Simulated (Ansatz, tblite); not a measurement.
Spin states of the cluster SbTe₄ (the lowest doublet isomer of a short search), each relaxed with PBE-D4/def2-SVP in Ansatz. Electronic energies in the gas phase.

In the def2 sets Sb, Te take a core potential, while STO-3G treats all electrons; there is no spin–orbit coupling. The xTB rows come from tblite. B3LYP takes the VWN-RPA correlation. Correlated methods freeze 20 core orbitals; core or outer-core shells of Sb, Te are correlated, in sets that lack core-valence functions. The rows differ in basis, and correlated rows in double-zeta sets carry the largest basis error. In CCSD on the charge 0 quartet the largest single amplitude is 0.19, so its Hartree–Fock determinant may place the open shell otherwise than the density functionals do. The structure comes from a short search, and lower isomers may exist.

Doublet geometry:

Cartesian coordinates in Å:
```
Sb 0.859 1.839 1.183
Te 2.170 0.050 -0.503
Te 0.443 -2.119 -0.514
Te -1.729 -0.619 -1.260
Te -1.743 0.849 1.093
```

Quartet geometry:

```csv
atom,x (Å),y (Å),z (Å)
Sb1,1.935,1.502,-0.128
Te2,1.605,-0.776,-1.610
Te3,-1.329,-1.939,-0.882
Te4,-2.231,0.013,0.740
Te5,0.020,1.201,1.879
```

⟨S²⟩: doublet 0.76 at PBE0-D4/def2-TZVP (pure 0.75), quartet 3.76 at PBE0-D4/def2-TZVP (pure 3.75).

Only these spin states were relaxed.

```
              level  quartet − doublet (kJ/mol)  lowest of these
           GFN1-xTB                       190.1          doublet
           GFN2-xTB                       181.7          doublet
          HF/STO-3G                       186.2          doublet
        HF/def2-SVP                        95.0          doublet
       HF/def2-TZVP                        99.7          doublet
   PBE-D4/def2-TZVP                       115.4          doublet
r2SCAN-D4/def2-TZVP                       113.4          doublet
 B3LYP-D4/def2-TZVP                       119.7          doublet
  PBE0-D4/def2-TZVP                       129.7          doublet
 BHLYP-D4/def2-TZVP                       136.2          doublet
       MP2/def2-SVP                       154.9          doublet
      MP2/def2-TZVP                       174.6          doublet
      CCSD/def2-SVP                       126.4          doublet
   CCSD(T)/def2-SVP                       125.3          doublet
```

Change of the quartet − doublet gap on mixing in exact exchange, in kJ/mol: PBE to PBE0 (25 % exact exchange) 14.3.

The xTB methods have no spin-polarisation term.
